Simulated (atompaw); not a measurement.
**Scattering properties, PAW (atompaw) potential for Te (Z = 52)**

Te (Z = 52), PAW, made with atompaw 4.2.0.5 (PBEsol, scalar-relativistic). Core [Kr] 4d10, reference 5s2 5p4. Waves: 5s (bound): rc 2.35 bohr; 5s channel at 3.1 Ry: rc 1.70 bohr; 5p (bound): rc 2.35 bohr; 5p channel at 0.25 Ry: rc 2.10 bohr; 5d channel at 0.45 Ry: rc 2.35 bohr. Local part: troulliermartins scheme with l = 3 at 0 Ry, radius 1.90 bohr. Core correction: smooth core density matched at 1.60 bohr. Augmentation charge: sinc compensation charge, radius 2.10 bohr; PAW radius 2.35 bohr; waves and projectors: custom polynom vanderbiltortho.

The phase is arctan(r·u′/u) with u = r·R(r), unwrapped; energies in Ry, scanned from -3 to 5 Ry. A pole is an energy at which the radial function vanishes at the test radius. The pseudo phase is shifted by a multiple of π to meet the all-electron one at the reference energy, and phase errors are pseudo minus all-electron; the curves can meet again beyond the range given. Levels narrower than the energy grid can be missing from the lists of poles.

For each channel, where are the poles, and over which energies does the pseudopotential scatter like the atom?

```tsv
channel	radius (bohr)	reference energy (Ry)	poles, all-electron	poles, pseudo	unbroken range about the reference energy with phases within 0.05 rad	phase error 1 Ry above the reference energy (rad)
s	2.36	-1.11	0.50	0.50	the whole range	-0.000
p	2.36	-0.44	2.00	-2.03, 2.01	above -2.0	+0.000
d	2.36	0.45	-2.99, 4.62	0.84	-2.4 to 0.7	-2.786
```

Note: ghost states, extra bound levels that the all-electron valence spectrum of the same l lacks: s at -229.9 eV, p at -27.8 eV. A true bound ghost makes a file unfit for plane-wave use.

Phases in the p channel:

| E (Ry) | all-electron | pseudo |
| --- | --- | --- |
| -3.00 | 1.260 | 4.399 |
| -2.52 | 1.213 | 4.350 |
| -2.04 | 1.140 | 1.674 |
| -1.56 | 1.011 | 1.013 |
| -1.08 | 0.733 | 0.734 |
| -0.60 | 0.031 | 0.031 |
| -0.12 | -0.845 | -0.845 |
| 0.36 | -1.230 | -1.230 |
| 0.84 | -1.397 | -1.397 |
| 1.32 | -1.489 | -1.489 |
| 1.80 | -1.550 | -1.549 |
| 2.28 | -1.596 | -1.595 |
| 2.76 | -1.635 | -1.633 |
| 3.24 | -1.672 | -1.669 |
| 3.72 | -1.710 | -1.705 |
| 4.20 | -1.753 | -1.745 |
| 4.68 | -1.808 | -1.794 |
